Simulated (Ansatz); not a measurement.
Geometry optimisation, RKS B3LYP/def2-SVP (Ansatz).

Input file:

```yaml
crystal:
  periodic: [false, false, false]
  atoms:
    - { symbol: B, position_ang: [0.5553, -1.3243, 1.2776] }
    - { symbol: "N", position_ang: [-0.7139, -0.6657, 0.582] }
    - { symbol: C, position_ang: [-0.3632, -0.29, -0.7905] }
    - { symbol: O, position_ang: [-0.3003, -1.33118, -1.63051] }
    - { symbol: C, position_ang: [-1.37463, -0.56804, -1.84041] }
    - { symbol: S, position_ang: [-2.92452, -1.4347, -1.3245] }
    - { symbol: H, position_ang: [1.4969, -0.6216, 1.4679] }
    - { symbol: H, position_ang: [0.5186, -2.3854, 1.6269] }
    - { symbol: H, position_ang: [-1.4313, -1.3952, 0.5515] }
    - { symbol: H, position_ang: [0.42812, 0.45904, -0.94183] }
    - { symbol: H, position_ang: [-1.33417, -0.05131, -2.7808] }
    - { symbol: H, position_ang: [-3.63242, -0.20082, -1.17207] }
basis:
  gaussian: { orbitals: def2-SVP }
hamiltonian:
  xc: b3lyp
relax:
  f_tol: 0.015
  max_steps: 40
output:
  orbitals: {}
```

Command:

```bash
$ ansatz run input.yaml --threads 2 --pin off --max-ram 3072MiB --backend cpu --events-out ev --progress --plain --runs-dir out
```

Task: Where does it end, and by what steps?

Result: The forces met the threshold. After 15 steps the energy has fallen by 1.765 eV; H8 moved furthest, 0.98 Å.

| step | energy less start (eV) | largest force component (eV/Å) | accepted |
| --- | --- | --- | --- |
| 0 | 0.0000 | 4.168 | yes |
| 1 | -1.0172 | 1.982 | yes |
| 2 | -1.3597 | 1.421 | yes |
| 3 | -1.5430 | 0.832 | yes |
| 4 | -1.6772 | 0.398 | yes |
| 5 | -1.6958 | 0.612 | yes |
| 6 | -1.7457 | 0.207 | yes |
| 7 | -1.7526 | 0.253 | yes |
| 8 | -1.7589 | 0.162 | yes |
| 9 | -1.7577 | 0.205 | no |
| 10 | -1.7620 | 0.016 | yes |
| 11 | -1.7637 | 0.073 | yes |
| 12 | -1.7644 | 0.082 | yes |
| 13 | -1.7639 | 0.093 | no |
| 14 | -1.7649 | 0.017 | yes |
| 15 | -1.7649 | 0.006 | yes |

```xyz
12
Properties=species:S:1:pos:R:3
B 0.506 -1.186 1.401
N -0.391 -1.262 0.333
C -0.287 -0.570 -0.893
O -0.348 -1.330 -2.105
C -1.419 -0.453 -1.834
S -3.005 -1.294 -1.520
H 1.473 -0.471 1.302
H 0.282 -1.831 2.394
H -1.222 -1.850 0.386
H 0.486 0.208 -0.881
H -1.508 0.419 -2.497
H -3.642 -0.190 -1.062
```

Whether the end is a true minimum wasn't checked by a vibrational analysis.

Run time: 23 s on 2 threads of AMD EPYC 9R45 96-Core Processor (Zen 5) (shared host), peak memory 0.3 GiB.
